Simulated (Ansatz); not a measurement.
C$_{2}$H$_{5}$NSi (`C#C[SiH2]N`), one more setting.

```yaml
crystal:
  periodic: [false, false, false]
  atoms:
    - {symbol: C, position_ang: [0.013505, 0.608723, -2.344079]}
    - {symbol: C, position_ang: [0.208628, 0.459347, -1.162138]}
    - {symbol: Si, position_ang: [0.488179, 0.217714, 0.636599]}
    - {symbol: N, position_ang: [-0.593303, -0.863763, 1.407286]}
    - {symbol: H, position_ang: [-0.156622, 0.742451, -3.387934]}
    - {symbol: H, position_ang: [0.346428, 1.546736, 1.276921]}
    - {symbol: H, position_ang: [1.862389, -0.315283, 0.791099]}
    - {symbol: H, position_ang: [-0.527632, -1.851247, 1.217998]}
    - {symbol: H, position_ang: [-1.553172, -0.591078, 1.547147]}
basis:
  gaussian: {orbitals: def2-TZVP, final_grid: {core_spheres: 8, valence_spheres: 7, degree: 23}}
hamiltonian: {xc: {name: B2PLYP}}
scf: {lower_state_search: full}
output: {forces: true}
```

```sh
$ ansatz run in.yaml --threads 2 --pin off --events-out ev --progress --plain --max-ram 4352MiB
```

It prints (some lines left out):

```
Functional definition: B2PLYP
1059 factors; integrals over basis functions are off by at most 1.3e-3 eV
mean field evaluation 1: about -11505.2324 eV, gradient 5.7e1 eV
mean field evaluation 2: about -11505.3909 eV, gradient 5.6e1 eV
mean field evaluation 4: about -11511.7309 eV, gradient 5.3e0 eV
mean field evaluation 8: about -11511.7960 eV, gradient 7.4e-1 eV
mean field evaluation 16: about -11511.7972 eV, gradient 1.6e-4 eV
mean field -11511.79724046 eV, -423.0507456104 hartree, gradient 7.4e-6 eV, S^2 0.000000; 0 other end points of the search recorded, 0 dependent functions left out
8 core orbitals not correlated: weight in the atoms' cores, before any rotation towards them, 1.000 or more for the frozen orbitals, at most 0.000 for the correlated occupied ones
reference -11511.79741488 eV, -423.0507520202 hartree; 11, 11 occupied and 141, 141 virtual orbitals, 1059 factors
second order -20.86023325 eV of doubles, -0.00000000 eV of singles
Total energy: -11517.42967786 eV, -423.2577338670 hartree
Atom 0 at     0.013505     0.608723    -2.344079 Å, force    -0.119463     0.092080    -0.725853 eV/Å
Atom 1 at     0.208628     0.459347    -1.162138 Å, force     0.095900    -0.067596     0.558466 eV/Å
Atom 2 at     0.488179     0.217714     0.636599 Å, force     0.200008     0.145305     0.067072 eV/Å
Atom 3 at    -0.593303    -0.863763     1.407286 Å, force    -0.047929    -0.047617     0.033076 eV/Å
Atom 4 at    -0.156622     0.742451    -3.387934 Å, force     0.016891    -0.012329     0.100016 eV/Å
Atom 5 at     0.346428     1.546736     1.276921 Å, force     0.012051    -0.126193    -0.052273 eV/Å
Atom 6 at     1.862389    -0.315283     0.791099 Å, force    -0.128747     0.046694    -0.007139 eV/Å
Atom 7 at    -0.527632    -1.851247     1.217998 Å, force    -0.007923    -0.023044     0.011284 eV/Å
Atom 8 at    -1.553172    -0.591078     1.547147 Å, force    -0.020787    -0.007301     0.015353 eV/Å
Dipole moment:    -0.235365    -0.163021    -0.109380 e Å
```

Run time 8 s (2 threads of an Intel Xeon Platinum 8259CL on a shared host); peak host memory 0.52 GiB.
